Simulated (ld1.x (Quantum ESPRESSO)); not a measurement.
**Ag (Z = 47) TM: all-electron and pseudo phase curves**

- Element: Ag
- Generator: ld1.x (Quantum ESPRESSO) 7.5
- Type: norm-conserving Troullier–Martins (Kleinman–Bylander form)
- Functional: LDA (PZ)
- Relativity: fully relativistic
- Frozen core: [Ar] 3d10
- Valence charge: 19
- Reference configuration: 4s2 4p6 4d10 5s0 5p0 (charge +1)
- Partial waves: 4p (bound): rc 1.20 bohr; 4d (bound): rc 1.35 bohr; 4s (bound): rc 1.35 bohr
- Local potential: the s channel
- Core correction: Bessel-smoothed model core, default radius (core density twice the valence density)

Open shells are filled in proportion to 2j + 1 (rel_dist='average').

The phase is arctan(r·u′/u) with u = r·R(r), unwrapped; energies in Ry, scanned from -10 to 5 Ry. A pole is an energy at which the radial function vanishes at the test radius. The pseudo phase is shifted by a multiple of π to meet the all-electron one at the reference energy, and phase errors are pseudo minus all-electron; the curves can meet again beyond the range given. Levels narrower than the energy grid can be missing from the lists of poles.

```json
{"channel": "s", "radius (bohr)": "1.50", "reference energy (Ry)": "-7.59", "poles, all-electron": "-6.49", "poles, pseudo": "-6.52", "unbroken range about the reference energy with phases within 0.05 rad": "below -1.8", "phase error 1 Ry above the reference energy (rad)": "-0.003"}
{"channel": "p1/2", "radius (bohr)": "1.50", "reference energy (Ry)": "-5.18", "poles, all-electron": "-3.69", "poles, pseudo": "-3.73", "unbroken range about the reference energy with phases within 0.05 rad": "below 1.0", "phase error 1 Ry above the reference energy (rad)": "-0.003"}
{"channel": "p3/2", "radius (bohr)": "1.50", "reference energy (Ry)": "-4.80", "poles, all-electron": "-3.12", "poles, pseudo": "-3.18", "unbroken range about the reference energy with phases within 0.05 rad": "below 0.8", "phase error 1 Ry above the reference energy (rad)": "-0.004"}
{"channel": "d3/2", "radius (bohr)": "1.50", "reference energy (Ry)": "-1.20", "poles, all-electron": "1.69", "poles, pseudo": "1.49", "unbroken range about the reference energy with phases within 0.05 rad": "below 3.9", "phase error 1 Ry above the reference energy (rad)": "-0.005"}
{"channel": "d5/2", "radius (bohr)": "1.50", "reference energy (Ry)": "-1.15", "poles, all-electron": "1.80", "poles, pseudo": "1.58", "unbroken range about the reference energy with phases within 0.05 rad": "below 3.8", "phase error 1 Ry above the reference energy (rad)": "-0.005"}
```

Phases in the s channel:

| E (Ry) | all-electron | pseudo |
| --- | --- | --- |
| -10.00 | 1.138 | 1.129 |
| -9.52 | 1.041 | 1.029 |
| -9.04 | 0.842 | 0.824 |
| -8.56 | 0.300 | 0.273 |
| -8.08 | -0.746 | -0.753 |
| -7.60 | -1.261 | -1.261 |
| -7.12 | -1.454 | -1.455 |
| -6.64 | -1.550 | -1.553 |
| -6.16 | -1.608 | -1.613 |
| -5.68 | -1.649 | -1.657 |
| -5.20 | -1.681 | -1.690 |
| -4.72 | -1.707 | -1.719 |
| -4.24 | -1.730 | -1.745 |
| -3.76 | -1.750 | -1.770 |
| -3.28 | -1.771 | -1.794 |
| -2.80 | -1.791 | -1.821 |
| -2.32 | -1.811 | -1.849 |
| -1.84 | -1.833 | -1.881 |
| -1.36 | -1.856 | -1.919 |
| -0.88 | -1.882 | -1.965 |
| -0.40 | -1.912 | -2.023 |
| 0.08 | -1.946 | -2.100 |
| 0.56 | -1.986 | -2.208 |
| 1.04 | -2.035 | -2.365 |
| 1.52 | -2.095 | -2.604 |
| 2.00 | -2.173 | -2.960 |
| 2.48 | -2.275 | -3.397 |
| 2.96 | -2.411 | -3.784 |
| 3.44 | -2.598 | -4.052 |
| 3.92 | -2.848 | -4.228 |
| 4.40 | -3.152 | -4.345 |
| 4.88 | -3.467 | -4.428 |
